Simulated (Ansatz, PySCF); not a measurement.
Spin states of H2O2Pt (SMILES [OH][Pt][OH]), each relaxed with B3LYP-D3(BJ)/def2-TZVP.
State 1 (charge 0, multiplicity 3):
```xyz
5

Pt     0.0060    -0.3174    -0.0600
O      1.5512     0.0056    -1.0660
H      1.6037     0.7450    -1.6830
O     -1.5490    -0.4597     0.9726
H     -1.6658     0.0561     1.7791
```
State 2 (charge 0, multiplicity 1):
```
atom    x (Å)    y (Å)    z (Å)
----  -------  -------  -------
Pt     0.2230  -0.4304   0.1644
O      1.2691  -0.0840  -1.3253
H      1.5324   0.8499  -1.3622
O     -1.4121  -0.5726   1.0248
H     -1.6662   0.2668   1.4411
```

Singlets are restricted, other states unrestricted; no spin–orbit coupling, no relativity up to Kr; see below for the cores. The largest T1 diagnostic is 0.036.

Run with Ansatz (a program for electronic structure) with Gaussian orbitals; PySCF for the dispersion terms. Values without a source in brackets are computed. In def2 rows elements past Kr take small-core potentials, without spin–orbit coupling.

Problem. Give the energy of the multiplicity-1 state less that of the multiplicity-3 state at the level BHLYP/def2-TZVPP.

Solution. 9.9 kcal/mol

Problem. What energy of the multiplicity-1 state less that of the multiplicity-3 state does SVWN5/def2-TZVPP give?

Solution. -0.9 kcal/mol

Problem. Give the energy of the multiplicity-1 state less that of the multiplicity-3 state at the level CAM-B3LYP-D3(BJ)/def2-TZVPP.

Solution. 6.0 kcal/mol
